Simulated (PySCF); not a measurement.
## Electronic absorption of C3H9NO2Si2

Compound: C3H9NO2Si2.
SMILES with atom numbers: `[CH2:1]=[CH:2][Si@:3]([NH2:4])([CH:5]=[O:6])[SiH2:7][OH:8]` (hydrogens: H9, H10 on C1; H11 on C2; H12, H13 on N4; H14 on C5; H15, H16 on Si7; H17 on O8)

Method: TDDFT B3LYP/def2-SVPD, vertical, gas phase, core orbitals frozen in the response in PySCF 2.14.0, density-fitted response routines. One conformer (not necessarily the lowest) at the GFN2-xTB geometry, without solvent, vibrations or thermal averaging. Note that the optimisation stopped short of convergence; the values belong to its last geometry.

Problem. List the vertical singlet excitations with oscillator strengths and describe the spectrum.

Solution. 

```
state  E (eV)  ν̃ (cm⁻¹)       f  main configurations (H = HOMO, L = LUMO)
   S1    3.02      24380  0.0029                                 H→L (90%)
   S2    4.31      34760   0.011                               H-1→L (90%)
   S3    4.79      38620   0.028                               H→L+1 (94%)
   S4    5.14      41450   0.018                               H→L+2 (91%)
   S5    5.41      43660  0.0088                             H-1→L+1 (88%)
   S6    5.48      44200  0.0060                  H→L+3 (66%), H-2→L (25%)
   S7    5.56      44820   0.018     H-2→L (53%), H→L+3 (21%), H-3→L (21%)
   S8    5.74      46290   0.063                  H-3→L (71%), H-2→L (14%)
```

Triplets, Tamm–Dancoff:

```json
{"state": "T1", "E (eV)": "2.39", "λ (nm)": "519.4", "main configurations (H = HOMO, L = LUMO)": "H→L (86%)"}
{"state": "T2", "E (eV)": "4.07", "λ (nm)": "304.8", "main configurations (H = HOMO, L = LUMO)": "H-1→L (69%), H→L (9%)"}
{"state": "T3", "E (eV)": "4.23", "λ (nm)": "293.2", "main configurations (H = HOMO, L = LUMO)": "H-2→L (23%), H→L+1 (21%), H-1→L (21%)"}
```

The lowest singlet lies at 3.02 eV (410 nm, visible) and is very weak; its leading configuration is HOMO→LUMO (90%). The strongest level in the table is S8 at 5.74 eV (216 nm, f = 0.063). It is the last of those listed, so stronger ones may follow. Löwdin shares by element: HOMO oxygen 38% or more, carbon 20% or more, silicon 12% or more, hydrogen 8% or more (atoms not listed hold the other 22%); LUMO carbon 39% or more, oxygen 28% or more, silicon 11% or more (atoms not listed hold the other 22%). Orbital energies (eV): HOMO-3 -8.52, HOMO-2 -8.26, HOMO-1 -7.26, HOMO -6.49, LUMO -1.96, LUMO+1 -0.91, LUMO+2 -0.53. Weighted by f, the mean energy of these states is 5.30 eV. The listed states span 2.72 eV, and the widest gap between neighbours is 1.29 eV (S1 to S2). S1 lies in the visible range (380 to 750 nm), at 410 nm, f = 0.0029; light of that wavelength is violet, and its complementary colour is yellow-green; a Tamm–Dancoff triplet lies at 519 nm, without intensity as long as spin–orbit coupling is left out. Only the lowest 8 singlets were computed, as vertical energies without vibronic structure.

Time: 67 s wall (with the writing of density and orbital grids); peak memory 1.0 GiB. Hardware: one thread, Arm Neoverse V2 (aarch64) (shared host).
